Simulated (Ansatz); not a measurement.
Consider the germylene loss: `O[SiH]([SiH3])[GeH3]` → `O[SiH2][SiH3]` + `[GeH2]`.

Gas-phase electronic energies from Ansatz, PBE0-D4/def2-TZVP geometries. CBS: MP2 limit from def2 TZ/QZ plus the TZ coupled-cluster correction, frozen cores. DFT in def2-TZVPP. B3LYP here is the variant with VWN-RPA as its local correlation; programs differ in this. For Ge outer-core shells are correlated without core-valence functions, which leaves a few kJ/mol of doubt a bond. Scalar relativity is left out up to krypton. One conformer a species, not always the lowest.

CCSD(T)/CBS gives +188.0 kJ/mol.

(1) Another level gave +194.0 kJ/mol. Which?
A. PBE-D4/def2-TZVPP
B. B3LYP-D4/def2-TZVPP
C. SCS-MP2/def2-TZVPP
D. r2SCAN-D4/def2-TZVPP

Largest T1 diagnostic among the species: 0.013.

## Answers

(1) A. PBE-D4 194.0, B3LYP-D4 173.1, SCS-MP2/def2-TZVPP 185.5, r2SCAN-D4 203.8 kJ/mol.

In def2-TZVPP, CCSD(T) changes the Hartree–Fock value by +42.5 kJ/mol (the triples alone add +6.3 kJ/mol) and MP2 by +56.1 kJ/mol. From PBE to PBE0 (25 % exact exchange), in def2-TZVPP and without D4, ΔE moves by +7.5 kJ/mol.
